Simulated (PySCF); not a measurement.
Isomers of C3H8O2Si2, mass 132.006 u with the commonest isotopes. Theory: B3LYP/def2-SVPD in PySCF (dipole) on a GFN2-xTB geometry, gas phase. One conformer each, none proved a minimum here; rigid rotors.

Question: Order these by rotational constant A, largest first.
A. `[CH:1]#[C:2][CH2:3][Si@@H:4]([OH:5])[O:6][SiH3:7]` with C2–C3–Si4–O5 53°, C3–Si4–O5–H -45°, C3–Si4–O6–Si7 -136°
B. `[O:1]=[C:2]([OH:3])[SiH:4]1[CH2:5][SiH2:6][CH2:7]1` with O1–C2–O3–H 0°, O1–C2–Si4–C5 46°
C. `[CH3:1][O:2][Si@@H:3]([OH:4])[C:5]#[C:6][SiH3:7]` with C1–O2–Si3–O4 -177°, O2–Si3–O4–H 32°
D. `[O:1]=[C:2]([OH:3])[CH:4]1[SiH2:5][CH2:6][SiH2:7]1` with O1–C2–O3–H 0°, O1–C2–C4–Si5 49°
E. `[CH3:1][C:2]#[C:3][SiH2:4][O:5][SiH2:6][OH:7]` with C3–Si4–O5–Si6 53°, Si4–O5–Si6–O7 179°, O5–Si6–O7–H 42°

Answer: A (5215 MHz), B (3712 MHz), E (3495 MHz), C (3007 MHz), D (2791 MHz).

Question: Order these by rotational constant B, smallest first.
A. `[CH3:1][O:2][Si@@H:3]([OH:4])[C:5]#[C:6][SiH3:7]` with C1–O2–Si3–O4 -177°, O2–Si3–O4–H 32°
B. `[CH3:1][C:2]#[C:3][SiH2:4][O:5][SiH2:6][OH:7]` with C3–Si4–O5–Si6 53°, Si4–O5–Si6–O7 179°, O5–Si6–O7–H 42°
C. `[O:1]=[C:2]([OH:3])[CH:4]1[SiH2:5][CH2:6][SiH2:7]1` with O1–C2–O3–H 0°, O1–C2–C4–Si5 49°
D. `[O:1]=[C:2]([OH:3])[SiH:4]1[CH2:5][SiH2:6][CH2:7]1` with O1–C2–O3–H 0°, O1–C2–Si4–C5 46°
E. `[CH:1]#[C:2][CH2:3][Si@@H:4]([OH:5])[O:6][SiH3:7]` with C2–C3–Si4–O5 53°, C3–Si4–O5–H -45°, C3–Si4–O6–Si7 -136°

Answer: B (704.2 MHz), A (732.7 MHz), E (800.7 MHz), D (1044 MHz), C (1390 MHz).

Question: Order these by out-of-plane moment Σ m c² = (Ia + Ib − Ic)/2, smallest first.
A. `[CH3:1][C:2]#[C:3][SiH2:4][O:5][SiH2:6][OH:7]` with C3–Si4–O5–Si6 53°, Si4–O5–Si6–O7 179°, O5–Si6–O7–H 42°
B. `[O:1]=[C:2]([OH:3])[CH:4]1[SiH2:5][CH2:6][SiH2:7]1` with O1–C2–O3–H 0°, O1–C2–C4–Si5 49°
C. `[CH:1]#[C:2][CH2:3][Si@@H:4]([OH:5])[O:6][SiH3:7]` with C2–C3–Si4–O5 53°, C3–Si4–O5–H -45°, C3–Si4–O6–Si7 -136°
D. `[CH3:1][O:2][Si@@H:3]([OH:4])[C:5]#[C:6][SiH3:7]` with C1–O2–Si3–O4 -177°, O2–Si3–O4–H 32°
E. `[O:1]=[C:2]([OH:3])[SiH:4]1[CH2:5][SiH2:6][CH2:7]1` with O1–C2–O3–H 0°, O1–C2–Si4–C5 46°

Answer: D (18.64 u·Å²), A (19.21 u·Å²), C (20.81 u·Å²), B (54.58 u·Å²), E (58.47 u·Å²).

```
                SMILES  point group  Ia (u·Å²)  Ib (u·Å²)  Ic (u·Å²)      κ  μa (D)  μb (D)  μc (D)
    CC#C[SiH2]O[SiH2]O           C1     144.60     717.63     823.80  -0.94    2.32    0.76    0.77
 C#CC[Si@@H](O)O[SiH3]           C1      96.91     631.15     686.44  -0.97    0.53    0.13    0.23
 CO[Si@@H](O)C#C[SiH3]           C1     168.04     689.76     820.52  -0.90    0.67    1.63    0.58
 O=C(O)[SiH]1C[SiH2]C1      near Cs     136.16     484.01     503.24  -0.97    0.06    1.48    0.06
O=C(O)C1[SiH2]C[SiH2]1           Cs     181.08     363.54     435.47  -0.72    0.90    0.01    1.28
```
